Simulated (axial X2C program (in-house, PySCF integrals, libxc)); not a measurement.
## Outer orbitals of AlTe⁺ at 2.607 Å, HF

All values were computed with an in-house relativistic program for diatomic molecules. Spin-free means the one-electron spin-free X2C Hamiltonian; two-component (2c) means X2C with spin–orbit coupling and atomic mean-field two-electron Coulomb and Gaunt terms, so the difference of the two also holds small scalar two-electron terms. Basis: Te dyall-cv3z [11s12p8d4f1g], Al dyall-v3z [8s8p2d1f] (cores contracted in-house); Gaussian nuclei, density fitting, unrestricted open shells. Masses: Te 129.906 u, Al 26.982 u.

The distance is close to the 2c PBE0 minimum; the highest filled and lowest empty levels are listed.

Spin-free orbitals, state M_S = 1, Λ = 1 (beyond evenly filled blocks: σα, π+α, π+β, π-α) (Löwdin shares):

```
symmetry  occupied  ε (eV)              atomic character
      σα       yes  -28.16    79% Te s, 9% Al p, 6% Al s
      σβ       yes  -24.76   75% Te s, 10% Al s, 9% Al p
      σα       yes  -18.93   53% Al s, 39% Te p, 5% Te s
      σβ       yes  -16.79  50% Al s, 33% Te p, 10% Te s
     π-α       yes  -15.35    89% Te p, 5% Al p, 4% Al d
     π+α       yes  -15.35    89% Te p, 5% Al p, 4% Al d
      σα       yes  -15.24  37% Te p, 36% Al p, 24% Al s
     π+β       yes  -13.70   84% Te p, 10% Al p, 5% Al d
      σβ        no   -6.43  33% Te p, 32% Al p, 29% Al s
     π-β        no   -6.22   65% Te p, 30% Al p, 4% Al d
     π+α        no   -4.78    89% Al p, 4% Te p, 4% Te d
     π-α        no   -4.78    89% Al p, 4% Te p, 4% Te d
```

Spinors with spin–orbit coupling (state Ω = 2):

```
   ω  occupied  ε (eV)              atomic character     λ mixture
 1/2       yes  -28.06    78% Te s, 9% Al p, 6% Al s        100% σ
-1/2       yes  -24.82   76% Te s, 10% Al s, 9% Al p        100% σ
 1/2       yes  -18.91   52% Al s, 40% Te p, 5% Te s        100% σ
-1/2       yes  -16.93   43% Al s, 42% Te p, 9% Te s  90% σ, 10% π
-1/2       yes  -15.52    79% Te p, 9% Al s, 5% Al p  88% π, 12% σ
 1/2       yes  -15.21  38% Te p, 34% Al p, 25% Al s   96% σ, 4% π
 3/2       yes  -14.99    88% Te p, 6% Al p, 4% Al d        100% π
 1/2       yes  -14.00   84% Te p, 10% Al p, 5% Al d   96% π, 4% σ
-1/2        no   -6.37  35% Te p, 33% Al p, 28% Al s   98% σ, 2% π
-3/2        no   -6.09   63% Te p, 32% Al p, 4% Al d        100% π
-1/2        no   -4.76    89% Al p, 4% Te d, 4% Te p        100% π
 3/2        no   -4.74    88% Al p, 5% Te p, 5% Te d        100% π
```

How does the gap between the highest filled and lowest empty level change from the spin-free to the 2c table?

From 7.27 to 7.63 eV at HF, a change of 0.36 eV.

Mulliken charges and populations of the two-component result (they depend on the basis, above all on diffuse functions):

Te 0.30 e (s 9.94 p 21.72 d 20.04), Al 0.70 e (s 5.63 p 6.57 d 0.09 f 0.01). ⟨Lz⟩ = 1.02 ħ and ⟨Sz⟩ = 0.98 ħ (0.74 and 0.24 on the two atoms), which add up to Ω.

The state is a single determinant with fixed occupations, the lowest that a limited PBE0 search found. Other states lie close and PBE0, whose exact exchange favours high spin, may order them wrongly; the determinant shown need not be the ground state. The nearest other spin-free determinant of the search, M_S = 0, Λ = 1, lies 0.15 eV up at the distance of the search. With several unpaired electrons one determinant need not be a pure state. A state of lower Ω lies just above, and one determinant can place such states too high, so the state shown need not be the lowest. The search has Ω = 1 only 0.09 eV up. Open-shell Ω = 0 determinants with evenly filled partner blocks cannot be reached by this program, so the Ω shown need not be the lowest component.
